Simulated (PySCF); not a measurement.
## How methods differ on the ionisation energy of Cu⁺

Cu⁺ [Ar] 3d10 (1S) → Cu²⁺ [Ar] 3d9 (2D), as a difference of total energies. Calculation: PySCF 2.14, in pcseg-2 (6s4p3d2f1g, 56 functions); no relativity, point nucleus. Correlated levels: valence: [Ar] frozen. The calculations carry no spin-orbit coupling.

```tsv
method	ionisation energy (eV)
UHF	17.301
B3LYP	20.764
PBE0	20.402
MP2 (valence)	20.832
SCS-MP2 (valence)	20.401
```

How much does correlation contribute at MP2 (valence)?

20.832 − (17.301) = 3.531 eV, measured against UHF.

These non-relativistic numbers lack the scalar-relativistic shift.

The reference lies between the lowest fine-structure levels, while these numbers refer to the centres of the terms.

Errors of the correlated levels include the incompleteness of this basis and the frozen core.

For comparison: 20.292 eV (measured; NIST Atomic Spectra Database, ionization energies).
